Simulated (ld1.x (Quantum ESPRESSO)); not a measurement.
## oxygen (O): one change to a PAW potential, before and after

ld1.x (Quantum ESPRESSO) 7.5 input, shortened:

```
&input
   title='O', zed=8., rel=1, dft='PZ', iswitch=3,
   config='[He] 2s1 2p5 3d-2'
 /
 &inputp
   pseudotype=3, lpaw=.true., tm=.true., lloc=-2, rcloc=0.70,
   nlcc=.true., new_core_ps=.true.,
   which_augfun='PSQ', rmatch_augfun=0.60
 /
6
2S  1  0   1.00   0.00  0.60  0.75  0.0
2S  1  0   0.00  -0.95  0.60  0.75  0.0
2P  2  1   5.00   0.00  1.00  1.15  0.0
2P  2  1   0.00   0.05  1.00  1.15  0.0
3D  3  2  -2.00   0.35  0.95  1.15  0.0
3D  3  2  -2.00   2.40  0.95  1.15  0.0
 &test
   configts(1)='2s1 2p5'
 /
```

All-electron outer shells of the reference configuration (LDA (PZ), scalar-relativistic, ld1.x):

| shell | level (eV) | outermost node (bohr) | outermost maximum (bohr) |
| --- | --- | --- | --- |
| 1s | -511.50 | – | 0.13 |
| 2s | -24.21 | 0.28 | 0.88 |
| 2p | -9.60 | – | 0.82 |

Change: functional PBE.

Cutoffs: the cutoffs (Ry, on a coarse ladder) from which the occupation-weighted sum of valence levels, in a spherical-Bessel basis at the reference potential, stays within 10 and 1 mRy of its value at 400 Ry; they do not see the model core or the augmentation charge, which bear on the density cutoff. Errors are all-electron minus pseudo energies relative to the spin-unpolarised reference configuration.

Problem. Predict the effect on cutoff, ghosts and configuration errors.

Solution. The potential gets neither clearly harder nor softer (55 Ry and 100 Ry → 55 Ry and 100 Ry); the number of tests with a reliable result goes from 9 to 7; of the 7 tests that both files solve, the error grows in 0 and shrinks in 4 by more than 15 % and 0.3 meV (median size 1.1 → 0.8 meV); neither file shows a bound ghost.

```csv
quantity,base,changed
"cutoff, loose",55 Ry,55 Ry
"cutoff, tight",100 Ry,100 Ry
bound ghosts,none,none
"error for 2s2 2p4, meV [ΔE -14.58 → -14.95 eV]",0.0,+0.1
"error for 2s2 2p3, meV [ΔE 2.00 → 1.48 eV]",-1.6,-0.9
"error for 2s2 2p2, meV [ΔE 35.71 → 35.07 eV]",-9.3,-6.6
"error for 2s2 2p4.3, meV [ΔE -16.76 → -17.07 eV]",+0.2,+0.2
"error for 2s0 2p6, meV [ΔE 14.64 → 14.99 eV]",-1.1,-0.8
"error for 2s2 2p1, meV [ΔE 89.67 → 88.94 eV]",-24,-20
"error for 2s2 2p3.5, meV [ΔE -8.22 → -8.66 eV]",-0.5,-0.2
s: phases at 1.25 bohr within 0.05 rad from the reference energy up to (Ry; the scan ends near 5),to the end of the scan,to the end of the scan
p: phases at 1.25 bohr within 0.05 rad from the reference energy up to (Ry; the scan ends near 5),to the end of the scan,to the end of the scan
d: phases at 1.25 bohr within 0.05 rad from the reference energy up to (Ry; the scan ends near 5),to the end of the scan,to the end of the scan
lowest overlap eigenvalue by channel,"s 0.56, p 0.94, d 0.25","s 0.56, p 0.95, d 0.08"
```
